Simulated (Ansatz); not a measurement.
CH6N2Si2, SMILES `NC1=N[SiH]1[SiH3]`, relaxed with RKS PBE0-D4/def2-TZVP in Ansatz 0.2.0 from a PBE-D4/def2-SVP geometry. The force threshold is 0.005 eV/Å; the program also tests the step.

Charge 0, multiplicity 1.

Start:

```xyz
11

N     1.743    1.837   -0.026
C     1.200    0.646    0.287
N     1.076   -0.006    1.407
Si    0.344   -0.930    0.004
Si   -1.983   -0.993   -0.180
H     2.216    2.386    0.697
H     1.790    2.149   -0.993
H     1.120   -2.101   -0.533
H    -2.400   -1.281   -1.600
H    -2.582   -2.056    0.705
H    -2.525    0.349    0.231
```

**Question.** By how much does the energy fall, and how many steps does the optimiser take? (Estimate.)

**Answer.** Ansatz gave: 6.38 kJ/mol, in 14 steps, 1 of them rejected.

**Question.** Which bonds change most? (Estimate.)

**Answer.** Ansatz gave: N3–Si4 from 1.833 to 1.781 Å; C2–Si4 from 1.816 to 1.786 Å; Si5–H11 from 1.505 to 1.486 Å; Si5–H10 from 1.507 to 1.488 Å.

**Question.** Give the relaxed structure. (An estimate is asked.)

**Answer.** Computed: 
```xyz
11

N     1.747    1.825   -0.038
C     1.191    0.649    0.263
N     1.062    0.017    1.378
Si    0.335   -0.902    0.036
Si   -1.981   -0.988   -0.173
H     2.219    2.352    0.680
H     1.810    2.132   -0.989
H     1.083   -2.073   -0.493
H    -2.362   -1.237   -1.591
H    -2.550   -2.085    0.657
H    -2.555    0.309    0.269
```
